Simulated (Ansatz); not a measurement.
InFBr2, SMILES [F][In]([Br])[Br].

Coordinates come from a B3LYP-D3(BJ)/def2-SVP optimisation. The structure was generated by enumeration; whether it is a known compound was not checked. The def2 effective core potentials stand for the cores of In; spin–orbit coupling is left out.

Two levels are set side by side: PBE/def2-SVPD (Ansatz, a first-principles code) and PBE0/def2-SVPD (Ansatz). Energy differences of separate SCF runs at the same geometry; the states with an electron removed or added have multiplicity 2 and 2. Differences are taken from unrounded values.

```json
[
 {"quantity": "vertical ionisation energy (eV)", "PBE": "10.57"},
 {"quantity": "vertical electron affinity (eV)", "PBE": "1.77"},
 {"quantity": "vertical singlet–triplet gap (eV)", "PBE": "3.62"}
]
```

Problem. These are the PBE values. What does PBE0 give? (The exact figures need the calculation; the answer reports its results.)

Solution. 
```csv
quantity,PBE0,PBE minus PBE0
vertical ionisation energy (eV),11.04,-0.47
vertical electron affinity (eV),1.73,0.04
vertical singlet–triplet gap (eV),4.08,-0.46
```
